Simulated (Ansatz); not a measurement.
## A ladder of methods for CH2GeN (SMILES N#[C][GeH2])

CH2GeN has 5 atoms, charge 0, and is taken as a doublet. SMILES: `N#[C][GeH2]`. Geometry: optimised at wB97X-V/def2-SVP.

```xyz
5

N     1.5942   -1.0322    1.3038
C     0.8451   -0.5393    0.5671
Ge   -0.3174    0.2432   -0.7497
H    -1.6617   -0.4928   -0.6945
H    -0.4101    1.7478   -0.4680
```

Each level gives the dissociation energy of the Ge3–C2 bond into singlet GeH2 and doublet CN (shapes relaxed at wB97X-V/def2-SVP, no zero-point term) (eV). The values are calculated.

```tsv
level	kind	program	value (eV)
UHF/def2-TZVPP	Hartree–Fock	Ansatz	3.52
UPBE/def2-TZVPP	GGA	Ansatz	3.83
U-r2SCAN/def2-TZVPP	meta-GGA	Ansatz	4.03
UB3LYP/def2-TZVPP	global hybrid	Ansatz	3.76
U-wB97M-V/def2-TZVPP	range-separated hybrid	Ansatz	4.05
UMP2/def2-TZVPP	perturbation theory	Ansatz	4.94
UCCSD(T)/def2-TZVPP	coupled cluster or CI	Ansatz	3.89
```

All-electron rows without a relativistic Hamiltonian named are non-relativistic. The values span 3.52 to 4.94 eV. Spin contamination of the reference (⟨S²⟩ at least 0.1 too high) touches UHF/def2-TZVPP, UMP2/def2-TZVPP, UCCSD(T)/def2-TZVPP. Hartree–Fock misses the correlation of the electron pair that is broken and comes out low. A fragment with an even electron count was run as a singlet and may have a lower triplet. Measured bond enthalpies also hold zero-point and thermal terms, a few tenths of an eV less. The coupled-cluster rows rest on a doubtful reference here (large T1 or Brueckner and Hartree–Fock orbitals at odds), and rows may lie in different states. In the correlated wave-function rows the outer d shell of Ge is correlated, in sets not made for it.
